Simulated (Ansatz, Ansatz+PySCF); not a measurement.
```xyz
9

H     1.4964    0.0032    0.0088
H     1.1428    0.9679   -0.0069
H     0.2640    1.4855    0.0043
H    -0.7460    1.3023   -0.0086
H    -1.4094    0.5031   -0.0011
H    -1.4044   -0.5058    0.0046
H    -0.7555   -1.2994   -0.0083
H     0.2530   -1.4810    0.0055
H     1.1565   -0.9631   -0.0066
```

Basis set: def2-SVP (spherical functions). All electrons are correlated. Charge 0, multiplicity 2.

Computed with Ansatz (development build ahead of 0.2.0); each method stands on the lowest determinant of its kind that the runs found.

The atomization energy at this shape (free ground-state atoms in the same class of orbitals less the molecule, no zero-point energy) of doublet H9:

```
 method  atomization energy
UHF-MP2            12.18 eV
    UHF             7.99 eV
```

What does PBE0 (unrestricted) give?

14.37 eV. Caution for UHF-MP2: bonds are stretched, where a single reference can fail.
